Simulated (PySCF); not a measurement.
C3H6SeSi.
SMILES with atom numbers: `[CH:1]#[C:2][SiH2:3][CH2:4][SeH:5]` (hydrogens: H6 on C1; H7, H8 on Si3; H9, H10 on C4; H11 on Se5)

Computed with PySCF 2.14.0, PBE0-D3(BJ)/def2-SVP geometry optimisation, gas phase.

Task: List the bond lengths, angles and torsions at this level.

Result: 
```json
{"bond": "C1≡C2", "length (pm)": "121.7", "order": "triple"}
{"bond": "C2–Si3", "length (pm)": "183.8", "order": "single"}
{"bond": "Si3–C4", "length (pm)": "188.2", "order": "single"}
{"bond": "C4–Se5", "length (pm)": "195.6", "order": "single"}
{"bond": "C1–H6", "length (pm)": "107.6", "order": "single"}
{"bond": "Si3–H7, Si3–H8", "length (pm)": "149.2", "order": "single"}
{"bond": "C4–H9, C4–H10", "length (pm)": "110.1", "order": "single"}
{"bond": "Se5–H11", "length (pm)": "147.3", "order": "single"}
```

Bonds in one row agree within 1 pm and their mean is given. Orders are formal, as drawn. A selection of angles:
```json
{"angle": "C2–C1–H6", "degrees": "179.7"}
{"angle": "C1–C2–Si3", "degrees": "179.0"}
{"angle": "C2–Si3–C4", "degrees": "109.1"}
{"angle": "C2–Si3–H7", "degrees": "109.2"}
{"angle": "C2–Si3–H8", "degrees": "108.3"}
{"angle": "C4–Si3–H7", "degrees": "110.2"}
{"angle": "H7–Si3–H8", "degrees": "109.7"}
{"angle": "Si3–C4–Se5", "degrees": "112.7"}
{"angle": "Si3–C4–H9", "degrees": "112.1"}
{"angle": "Si3–C4–H10", "degrees": "108.6"}
{"angle": "Se5–C4–H9", "degrees": "110.3"}
{"angle": "Se5–C4–H10", "degrees": "105.2"}
{"angle": "H9–C4–H10", "degrees": "107.6"}
{"angle": "C4–Se5–H11", "degrees": "94.9"}
```

Dihedral angles: C2–Si3–C4–Se5 58° (synclinal); H11–Se5–C4–Si3 -49° (synclinal). The mirror-image conformer, all signs reversed, is as good.

Of the pairs four or more bonds apart, C2···H11 is among the closest relative to their van der Waals radii: 2.78 Å, 96 % of the sum of Bondi's values. The 2 C–Si bonds span 1.838 Å (C2–Si3, drawn single) to 1.882 Å (Si3–C4, drawn single), a spread of 0.044 Å. Si3 (SiH2 silicon) is tetrahedral (angles from 108.3° to 110.3°).

Point group: C1 (no symmetry element, even within 0.4 Å). Stationary, but not proved a minimum. One conformer, not necessarily the lowest (C2–Si3–C4–Se5 58°, Si3–C4–Se5–H -49°).
